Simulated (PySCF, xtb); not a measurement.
C2H9ClSi3, SMILES C=C(Cl)[SiH2][SiH2][SiH3]. One conformer was computed; it need not be the lowest.

Harmonic wavenumbers (cm⁻¹) from GFN2-xTB in xtb at its own minimum, in rising order: 14, 40, 70, 97, 107, 191, 314, 324, 346, 378, 402, 443, 461, 487, 533, 565, 591, 611, 674, 697, 768, 782, 800, 809, 827, 836, 888, 1069, 1384, 1658, 2143, 2149, 2189, 2203, 2222, 2242, 2253, 3088, 3125.

### Question
What does B3LYP-D3(BJ)/def2-SVP (PySCF) give at its own minimum? (The exact figures need the calculation; the answer reports its results.)

### Answer
22, 66, 88, 119, 165, 215, 324, 333, 378, 398, 435, 461, 522, 535, 568, 678, 698, 710, 733, 773, 808, 883, 917, 928, 932, 945, 952, 1095, 1388, 1665, 2187, 2197, 2204, 2210, 2221, 2224, 2238, 3137, 3237. Paired by order, the mean absolute difference is 48 cm⁻¹ and the zero-point energies are 55.4 and 58.0 kcal/mol.
